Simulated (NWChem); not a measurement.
# Correlation energy of Sb (-1)

```xyz
1

Sb     0.0000     0.0000     0.0000
```
Charge -1, spin multiplicity 3.

Everything below was run with NWChem.

Basis set: def2-TZVPD. Each correlation energy counts from its own Hartree-Fock reference.

```
method           correlation energy (mHa)
---------------  ------------------------
UMP2                               -308.5
SCS-UMP2                           -274.1
CCSD on UHF                        -306.0
CCSD[T] on UHF                     -314.3
CCSD(T) on UHF                     -313.8
CCSD on ROHF                       -310.1
CCSD[T] on ROHF                    -318.8
CCSD(T) on ROHF                    -318.4
```

The values span 44.7 mHa, from CCSD[T] on ROHF (lowest) to SCS-UMP2 (highest). 

Effective core potentials replace the inner electrons of Sb; spin-orbit coupling is left out. The correlated methods keep 4 core orbitals frozen. The stability of the SCF solutions was not checked. Open-shell Hartree-Fock references start from PBE0 orbitals. No row is a measurement; the coupled-cluster row has its own basis-set and correlation limits.
